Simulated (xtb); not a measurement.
CH₅FOSi₂, SMILES F[Si@H]1CO[SiH2]1. All values are semi-empirical tight-binding results from xtb (GFN2-xTB unless named), good for trends rather than for accurate numbers. Geometry: GFN2-xTB. The structure was generated by enumeration; whether it is a known compound was not checked.

Optimised geometry:

Bonded distances (Å): F1–Si2 1.623, Si2–C3 1.931, Si2–Si5 2.318, Si2–H6 1.456, C3–O4 1.441, C3–H7 1.091, C3–H8 1.092, O4–Si5 1.650, Si5–H9 1.464, Si5–H10 1.461. Bond angles (°): F1–Si2–C3 109.7, F1–Si2–Si5 119.3, F1–Si2–H6 101.8, C3–Si2–Si5 72.0, C3–Si2–H6 113.7, Si5–Si2–H6 134.4, Si2–C3–O4 99.4, Si2–C3–H7 117.0, Si2–C3–H8 115.7, O4–C3–H7 107.9, O4–C3–H8 108.3, H7–C3–H8 107.6, C3–O4–Si5 108.8, Si2–Si5–O4 79.6, Si2–Si5–H9 120.6, Si2–Si5–H10 119.4, O4–Si5–H9 110.5, O4–Si5–H10 109.5, H9–Si5–H10 111.6.
Charge 0, spin multiplicity 1.

orbital gap: 3.83 eV
dipole moment: 1.80 D
zero-point energy: 36.3 kcal/mol
G − E(el) at 298.15 K (modified RRHO): 17.0 kcal/mol
static polarisability (D4 model): 71.0 bohr³
solvation energy, GFN2-xTB/ALPB(water): 0.0 kcal/mol
solvation energy, GFN2-xTB/ALPB(thf): -2.4 kcal/mol

Give the atomic charges and the Wiberg bond orders between heavy atoms. (The exact figures need the calculation; the answer reports its results.)

charges (e) F1 -0.28, Si2 0.47, C3 -0.04, O4 -0.42, Si5 0.47, H6 -0.06, H7 0.01, H8 0.02, H9 -0.07, H10 -0.09. Bond orders F1–Si2 1.10, Si2–C3 0.87, C3–O4 0.98, Si2–Si5 0.79, O4–Si5 1.17.
